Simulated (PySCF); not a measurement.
**Trend along the second period: MI molecules**

CCSD(T) with triple-zeta basis sets in PySCF, for the lowest determinant that a PBE0 search found; no spin–orbit coupling. De refers to high-spin ground-configuration atoms.

```json
{"M": "Li", "basis": "def2-TZVPP", "reference, frozen orbitals": "RHF, 4", "state (unpaired electrons)": "singlet (closed shell)", "Re (Å)": "2.408", "ωe (cm⁻¹)": "494", "De (eV)": "3.65"}
{"M": "Be", "basis": "def2-TZVPP", "reference, frozen orbitals": "UHF, 4", "state (unpaired electrons)": "doublet (σ ↑)", "Re (Å)": "2.205", "ωe (cm⁻¹)": "596", "De (eV)": "2.30"}
{"M": "B", "basis": "def2-TZVPP", "reference, frozen orbitals": "RHF, 5", "state (unpaired electrons)": "singlet (closed shell)", "Re (Å)": "2.128", "ωe (cm⁻¹)": "586", "De (eV)": "3.65"}
{"M": "C", "basis": "def2-TZVPP", "reference, frozen orbitals": "UHF, 5", "state (unpaired electrons)": "doublet (π ↑)", "Re (Å)": "2.027", "ωe (cm⁻¹)": "642", "De (eV)": "2.83"}
{"M": "O", "basis": "def2-TZVPP", "reference, frozen orbitals": "UHF, 5", "state (unpaired electrons)": "doublet (π ↑)", "Re (Å)": "1.882", "ωe (cm⁻¹)": "666", "De (eV)": "2.23"}
{"M": "F", "basis": "def2-TZVPP", "reference, frozen orbitals": "RHF, 5", "state (unpaired electrons)": "singlet (closed shell)", "Re (Å)": "1.911", "ωe (cm⁻¹)": "619", "De (eV)": "2.73"}
```

Task: By what factor does the bond length vary along the series?

Result: At CCSD(T) it runs from 1.882 Å (IO) to 2.408 Å (LiI), a factor of 1.28.

The state changes along the series, so neighbouring rows are not always alike in their bonding.

Correlated steps freeze the inner cores (4 to 5 orbitals); shallow outer-core shells are correlated. These are scalar-relativistic numbers at best; spin–orbit coupling would shift them, the dissociation energy most. Where the molecule has an RHF reference, its open-shell atoms are computed with UHF. The CCSD T1 diagnostic is raised in IO, a sign that a single reference may not be enough there. States were picked by a PBE0 search and need not be the measured ground states.
